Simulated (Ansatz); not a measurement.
Consider the ligand exchange at the Al–N bond: `[CH3][Al]([F])[NH][SiH3]` + H₂S → `[CH3][Al]([F])[SH]` + `N[SiH3]`.

Computed with Ansatz on PBE0-D4/def2-TZVP structures; ΔE is electronic, products minus reactants. CCSD(T)/CBS is the MP2 limit (def2-TZVPP, def2-QZVPP) plus CCSD(T) − MP2 in def2-TZVPP, frozen cores. This one scheme is used for every species. DFT in def2-TZVPP. B3LYP here is the variant with VWN-RPA as its local correlation; programs differ in this. One conformer a species, not always the lowest.

| level | ΔE (kcal/mol) | difference from CCSD(T)/CBS |
| --- | --- | --- |
| r2SCAN-D4 | -2.8 | -0.9 |
| B3LYP-D4 | -1.6 | 0.3 |
| ωB97M-V | -2.0 | -0.1 |
| PBE | -4.1 | -2.2 |
| PBE0 | -4.0 | -2.1 |
| MP2/def2-TZVPP | -1.7 | 0.2 |
| SCS-MP2/def2-TZVPP | -1.2 | 0.7 |
| HF/def2-QZVPP | -2.2 | -0.3 |
| SCS-MP2/def2-QZVPP | -1.5 | 0.4 |
| CCSD/CBS(def2) | -1.9 | 0.0 |
| CCSD(T)/CBS | -1.9 | 0 |

Largest T1 diagnostic among the species: 0.011.

In def2-TZVPP, CCSD(T) changes the Hartree–Fock value by +1.3 kcal/mol (the triples alone add −0.0 kcal/mol) and MP2 by +0.8 kcal/mol. The D4 term adds +1.0 kcal/mol with B3LYP and +0.6 kcal/mol with PBE0; it sums over pairs of atoms, weighted by their polarisabilities, and B3LYP, whose exchange is more repulsive, gets the larger term.
